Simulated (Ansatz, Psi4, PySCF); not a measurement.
System: H2SiO2F, charge 0, multiplicity 2. SMILES: O[Si](O)F
Geometry: optimised at B3LYP-D3(BJ)/def2-TZVP (Ansatz, a program for electronic structure).

Quantity: size of the dipole moment, in D. Terms: 6-311+G** with 5d, 6d on Na to Ar in Ansatz; non-relativistic; spin-orbit terms left out; LANL2DZ with its own core potentials from Na on; 6-31G* and kin with 6d, 5d where marked; dispersion terms only where a functional's name holds one; UHF or UKS for open shells. First-principles rows: single points at B3LYP-D3(BJ) geometries (Ansatz).

```
level               program  size of the dipole moment (D)
------------------  -------  -----------------------------
SVWN5/6-31G*         Ansatz                           2.58
PBE/LANL2DZ          Ansatz                           3.44
BLYP/6-31G*          Ansatz                           2.50
BP86/def2-SVP         PySCF                           2.53
B3LYP/STO-3G         Ansatz                           1.89
B3LYP/6-31G          Ansatz                           3.44
B3LYP/6-31G*         Ansatz                           2.67
B3LYP/6-31G**        Ansatz                           2.65
B3LYP/def2-SVP       Ansatz                           2.67
B3LYP/cc-pVDZ        Ansatz                           2.63
M06-2X/6-311+G**      PySCF                           2.98
wB97X-D/6-31G*         Psi4                           2.75
wB97X-D/6-311+G**      Psi4                           2.88
B3PW91/6-31G* (5d)    PySCF                           2.70
```

No value to compare with is used here. The 14 habitual levels span 1.89 (B3LYP/STO-3G) to 3.44 D (B3LYP/6-31G).

The levels are drawn from those run, B3LYP/6-31G* more often than the rest, none by its result; left out are runs that failed, that the program found above a lower state of the same kind, or whose <S^2> lies over 0.5 above the pure value.
